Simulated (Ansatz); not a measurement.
Born–Oppenheimer molecular dynamics of CH$_{8}$OSi$_{2}$ (12 atoms, charge 0, multiplicity 1). It starts from a relaxed structure.

Theory: RKS PBE0-D4/6-31G* (Ansatz 0.2.0).

* ensemble: NVE (Milne-controlled integrator)
* time step: 0.5 fs
* steps asked: 300
* starting velocities drawn for: 200 K
* masses: H 3.016 u
* seed: 762

First frame:

```xyz
12
Properties=species:S:1:pos:R:3
Si -0.142 0.043 0.071
O 0.152 -0.140 1.698
C -0.903 -0.374 2.603
H -1.396 -1.339 2.415
H -0.486 -0.393 3.614
H -1.665 0.418 2.557
H 1.182 0.307 -0.550
H -1.033 1.222 -0.174
Si -1.132 -1.845 -0.911
H -2.458 -2.158 -0.299
H -1.350 -1.578 -2.364
H -0.267 -3.053 -0.780
```

How far do the bonds stretch over the last three quarters of this one trajectory? (Pairs bonded in most of those frames.)


| bond | mean (Å) | spread (Å) | shortest | longest |
| --- | --- | --- | --- | --- |
| Si1–O2 | 1.665 | 0.007 | 1.65 | 1.68 |
| Si1–H7 | 1.486 | 0.023 | 1.45 | 1.52 |
| Si1–H8 | 1.497 | 0.028 | 1.46 | 1.54 |
| Si1–Si9 | 2.343 | 0.046 | 2.28 | 2.42 |
| O2–C3 | 1.414 | 0.009 | 1.40 | 1.44 |
| C3–H4 | 1.099 | 0.011 | 1.08 | 1.12 |
| C3–H5 | 1.095 | 0.016 | 1.07 | 1.12 |
| C3–H6 | 1.100 | 0.010 | 1.08 | 1.12 |
| Si9–H10 | 1.492 | 0.022 | 1.46 | 1.53 |
| Si9–H11 | 1.493 | 0.015 | 1.47 | 1.52 |
| Si9–H12 | 1.492 | 0.016 | 1.47 | 1.52 |

Mean temperature of the second half: 92 K. The conserved energy stayed within 0.00067 meV per atom of its start (net change -0.00017 meV per atom), so the integration is sound. Over the second half the temperature averaged 0.46 of the 200 K drawn at the start: a run that starts near a minimum puts about half its kinetic energy into the potential. A run of 0.15 ps of so small a system gives no equilibrium averages.

Run time: 18 min on 1 thread of Arm Neoverse V2, on a shared host, peak memory 0.17 GiB.
